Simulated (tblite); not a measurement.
C₇H₁₃P.
Numbering: `[CH2:1]=[CH:2][C@@H:3]1[PH:4][C@@H:5]1[CH:6]([CH3:7])[CH3:8]` (hydrogens: H9, H10 on C1; H11 on C2; H12 on C3; H13 on P4; H14 on C5; H15 on C6; H16, H17, H18 on C7; H19, H20, H21 on C8)

Structure used (GFN2-xTB), in Å, numbered top down from 1:
```xyz
21
C7H13P angstrom
C      3.191   -0.682    0.030
C      2.009   -0.128    0.255
C      1.285    0.667   -0.736
P      0.586    2.338   -0.234
C     -0.221    0.761   -0.764
C     -1.100   -0.042    0.172
C     -1.155   -1.494   -0.302
C     -2.497    0.569    0.229
H      3.692   -0.581   -0.919
H      3.700   -1.259    0.782
H      1.536   -0.244    1.221
H      1.766    0.688   -1.711
H      0.545    2.022    1.132
H     -0.631    0.812   -1.771
H     -0.675   -0.019    1.181
H     -1.601   -1.551   -1.293
H     -1.753   -2.093    0.381
H     -0.153   -1.916   -0.350
H     -2.963    0.545   -0.753
H     -3.127    0.018    0.924
H     -2.442    1.606    0.557
```

Computed values, GFN2-xTB/tblite, gas phase, harmonic and unscaled. Against measured fundamentals such values can be off by several per cent, at times by over 20. Modes of hydrogen on phosphorus can be 10 to 20 % off. One conformer, not necessarily the lowest.

Harmonic wavenumbers (cm⁻¹): 54.3, 85.3, 135.6, 188.6, 205.9, 232.1, 257.7, 303.8, 331.0, 348.8, 443.8, 505.3, 617.4, 655.3, 701.5, 788.2, 837.2, 871.5, 891.4, 927.1, 948.5, 969.5, 985.1, 991.6, 1022.0, 1034.8, 1071.0, 1146.5, 1167.2, 1181.1, 1223.7, 1252.7, 1266.2, 1305.3, 1319.6, 1363.8, 1405.5, 1417.9, 1419.7, 1492.5, 1495.6, 1502.0, 1506.0, 1683.5, 2234.4, 2925.9, 2975.3, 2994.5, 3023.5, 3029.2, 3031.7, 3033.9, 3037.3, 3038.9, 3055.1, 3103.4, 3132.0.

A = 2158, B = 1290, C = 890.0 MHz; mass 128.075 u (most abundant isotopes); point group C1, symmetry number 1.

Task: Zero-point energy?

Result: ½Σν̃ = 39084 cm⁻¹ = 467.55 kJ/mol.

Task: Entropy at 273.15 K, 1 bar (ideal gas, RRHO, classical rotation)?

Result: Translation 167.56, rotation 121.30, vibration 103.88: S = 392.7 J/(mol K).

Task: And Cp and H(273.15 K) − H(0)?

Result: Cp = 151.19 J/(mol K), of which vibrations give 117.93 (their classical limit is 57 R = 473.9); H(273.15 K) − H(0) = 24.80 kJ/mol without the zero-point energy, 15.72 from vibrations.

Task: What must be added to the electronic energy to get the Gibbs energy at 273.15 K and 1 bar?

Result: ZPE + [H(273.15 K) − H(0)] − T·S = 467.55 + 24.80 − 107.28 = 385.07 kJ/mol.

Task: How do the functions run with temperature in this model?

Result: 
```json
{"T (K)": "150", "S (J/(mol K))": "320.0", "Cp (J/(mol K))": "98.1", "H − H(0) (kJ/mol)": "9.53", "G − H(0) (kJ/mol)": "-38.46", "ln q(vib)": "2.50"}
{"T (K)": "250", "S (J/(mol K))": "379.8", "Cp (J/(mol K))": "140.6", "H − H(0) (kJ/mol)": "21.43", "G − H(0) (kJ/mol)": "-73.53", "ln q(vib)": "4.99"}
{"T (K)": "298.15", "S (J/(mol K))": "406.5", "Cp (J/(mol K))": "162.8", "H − H(0) (kJ/mol)": "28.73", "G − H(0) (kJ/mol)": "-92.46", "ln q(vib)": "6.21"}
{"T (K)": "400", "S (J/(mol K))": "460.9", "Cp (J/(mol K))": "209.3", "H − H(0) (kJ/mol)": "47.71", "G − H(0) (kJ/mol)": "-136.65", "ln q(vib)": "8.82"}
{"T (K)": "600", "S (J/(mol K))": "560.6", "Cp (J/(mol K))": "283.1", "H − H(0) (kJ/mol)": "97.39", "G − H(0) (kJ/mol)": "-238.98", "ln q(vib)": "14.01"}
{"T (K)": "900", "S (J/(mol K))": "690.2", "Cp (J/(mol K))": "355.2", "H − H(0) (kJ/mol)": "194.03", "G − H(0) (kJ/mol)": "-427.18", "ln q(vib)": "21.58"}
```

q(vib) and H(0) count from the zero-point level.

Task: Which modes carry the vibrational entropy at 273.15 K?

Result: 54.3 cm⁻¹: 18.75; 85.3 cm⁻¹: 15.04; 135.6 cm⁻¹: 11.29; 188.6 cm⁻¹: 8.70; 205.9 cm⁻¹: 8.04; 232.1 cm⁻¹: 7.14 J/(mol K); the other 51 give 34.92 together.

Hindered rotation and anharmonicity are outside this model. Other conformers, if any are populated, would add a mixing term that is left out. The structure is chiral; the term R ln 2 for an equal mix with its mirror image is left out.
